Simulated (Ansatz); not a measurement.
Born–Oppenheimer molecular dynamics of GeH₆O₄ (11 atoms, charge 0, multiplicity 1). It starts at the highest image of a converged band, a first-order saddle point between two minima.

The calculation used Ansatz 0.2.0, RKS PBE-D4/def2-SVP.

```json
{
 "ensemble": "NVE (velocity Verlet)",
 "time step": "0.5 fs",
 "steps asked": "200",
 "starting velocities drawn for": "100 K",
 "seed": "6734"
}
```

First frame:

```xyz
11
Properties=species:S:1:pos:R:3
Ge 0.164 0.245 0.021
H -0.262 -0.062 1.900
O 1.744 -0.111 -0.745
H 1.678 -0.991 -1.167
O -0.925 1.425 -0.749
H -1.577 0.910 -1.265
O -0.625 -1.365 -0.267
H -1.196 -1.599 0.489
O 1.018 1.559 1.192
H 1.989 1.426 1.134
H 0.396 0.703 1.924
```

Problem. How far do the bonds stretch over the last three quarters of this one trajectory? (Pairs bonded in most of those frames.)

Solution. 
| bond | mean (Å) | spread (Å) | shortest | longest |
| --- | --- | --- | --- | --- |
| Ge1–H2 | 1.556 | 0.053 | 1.47 | 1.66 |
| Ge1–O3 | 1.814 | 0.020 | 1.78 | 1.84 |
| Ge1–O5 | 1.785 | 0.020 | 1.75 | 1.81 |
| Ge1–O7 | 1.827 | 0.033 | 1.78 | 1.88 |
| O3–H4 | 0.981 | 0.027 | 0.94 | 1.02 |
| O5–H6 | 0.978 | 0.012 | 0.96 | 1.00 |
| O7–H8 | 0.976 | 0.011 | 0.96 | 0.99 |
| O9–H10 | 0.981 | 0.011 | 0.96 | 1.00 |
| O9–H11 | 0.979 | 0.031 | 0.93 | 1.02 |

Pairs bonded in part of these frames only: Ge1–O9 17 %.

Mean temperature of the second half: 1021 K. The conserved energy stayed within 0.19 meV per atom of its start (net change 0.14 meV per atom), so the integration is sound. The kinetic energy rose, since the run started high on the potential surface and went downhill. It ends in pieces (GeH4O3 + H2O), so much of that is their flight and rotation, not heat. A run of 0.1 ps of so small a system gives no equilibrium averages. The orbitals stay closed-shell, which can raise the energy where a bond breaks towards radicals; this wasn't checked here.

Run time: 3.2 min on 4 threads of Arm Neoverse V2 (shared host), peak memory 0.17 GiB.
